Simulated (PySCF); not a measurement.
**Nuclear quadrupole coupling in `C=C(OC(C)=O)OC(F)(F)F`**

C5H5F3O3.
Geometry (GFN2-xTB, Å), atoms numbered from 1 in this order:
```xyz
16
C5H5F3O3 angstrom
C      0.102   -0.453   -2.292
C      0.468   -0.009   -1.105
O     -0.204   -0.012    0.081
C     -1.397   -0.643    0.288
C     -1.838   -0.402    1.698
O     -1.979   -1.269   -0.546
O      1.728    0.585   -0.960
C      2.129    0.994    0.236
F      3.356    1.489    0.117
F      1.372    1.960    0.772
F      2.192    0.021    1.157
H      0.781   -0.356   -3.117
H     -0.854   -0.912   -2.443
H     -2.514   -1.193    2.009
H     -0.979   -0.339    2.358
H     -2.370    0.548    1.735
```

Field gradients from the PBE0/pcSseg-1 density (PySCF, non-relativistic), principal values in atomic units, ordered |Vxx| ≤ |Vyy| ≤ |Vzz|:

```json
{"atom": "O3", "Vxx": "-0.7358", "Vyy": "-1.0669", "Vzz": "1.8027"}
{"atom": "O6", "Vxx": "0.6055", "Vyy": "1.0753", "Vzz": "-1.6808"}
{"atom": "O7", "Vxx": "-0.2989", "Vyy": "-1.6625", "Vzz": "1.9614"}
```

**Question.** Find the asymmetry η = (Vxx − Vyy)/Vzz and the couplings χ = eQV/h (234.96 MHz × Q in barn × V in au), with Q(17O) = −0.0256 b.

**Answer.** 
| atom | environment | nucleus | η | χzz (MHz) | χxx (MHz) | χyy (MHz) |
| --- | --- | --- | --- | --- | --- | --- |
| O3 | ester single-bonded oxygen | 17O | 0.18 | -10.84 | 4.43 | 6.42 |
| O6 | ester carbonyl oxygen | 17O | 0.28 | 10.11 | -3.64 | -6.47 |
| O7 | ether oxygen | 17O | 0.70 | -11.80 | 1.80 | 10.00 |

The tensor is traceless: Vxx + Vyy + Vzz = 0.

**Question.** What is Vzz at O3 in SI units (1 au = 9.71736 × 10²¹ V/m²)?

**Answer.** 1.8027 au = 17.517 × 10²¹ V/m².

Were the hydrogens deuterons (Q(2H) = 0.00286 b), χzz would run from 208 kHz (H16 and H15) to 231 kHz (H12).

The structure is a single GFN2-xTB conformer in the gas phase; no vibrational or solvent corrections. GFN2-xTB bond lengths can be off by several hundredths of an ångström, more for odd bonds, and the gradients follow them. With a basis this small, the couplings can be 20 % off.
